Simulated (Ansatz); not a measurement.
Input for Ansatz (a first-principles code): R-PBE0/def2-TZVPP on HIPbS (SMILES [SH][Pb][I]), a point of a torsion scan. Elements past Kr take the def2 small-core potentials; no spin–orbit coupling.

Ansatz 0.2 input:
```yaml
crystal:
  periodic: [false, false, false]
  atoms:
    - {symbol: S, position_ang: [-1.65075138, 0.53092247, -0.24405652]}
    - {symbol: Pb, position_ang: [0.85036992, 0.87418761, -0.44169521]}
    - {symbol: I, position_ang: [0.88261185, 3.23516861, -1.80278572]}
    - {symbol: H, position_ang: [-1.59179630, -0.61701684, 0.41773065]}
basis:
  gaussian:
    orbitals: def2-TZVPP
hamiltonian:
  xc: {name: PBE0}
scf: {lower_state_search: off}
```

The log:

```
WARN ansatz: RAYON_NUM_THREADS=1 ignored (pool sized by the plan → 1); use --threads N
Functional definition: PBE0
these checks for a lower state are left out or cut short: stability, starts, cluster_reference, orbital_swaps, neighbouring_geometries, increment
integrals: 0.08 GiB planned
1222 factors; their error is unknown
mean field: 0.72 GiB planned
mean field evaluation 1: about -24198.7755 eV, gradient 2.2e1 eV
mean field evaluation 2: about -24192.6639 eV, gradient 4.9e1 eV
mean field evaluation 4: about -24200.4765 eV, gradient 2.5e0 eV
mean field evaluation 8: about -24200.8121 eV, gradient 7.3e-1 eV
mean field evaluation 16: about -24200.8125 eV, gradient 1.1e-4 eV
mean field -24200.81248206 eV, -889.3634548160 hartree, gradient 5.0e-6 eV, S^2 0.000000; 0 other end points of the search recorded, 0 dependent functions left out
reference -24200.81250878 eV, -889.3634557979 hartree; 32, 32 occupied and 124, 124 virtual orbitals, 1222 factors
Total energy: -24200.81250878 eV, -889.3634557979 hartree
Checks for a lower state left out: stability, starts, cluster_reference, orbital_swaps, neighbouring_geometries, increment
```

The calculation finished and met its thresholds.

Cost: about 1.9 core-seconds (a rough figure).
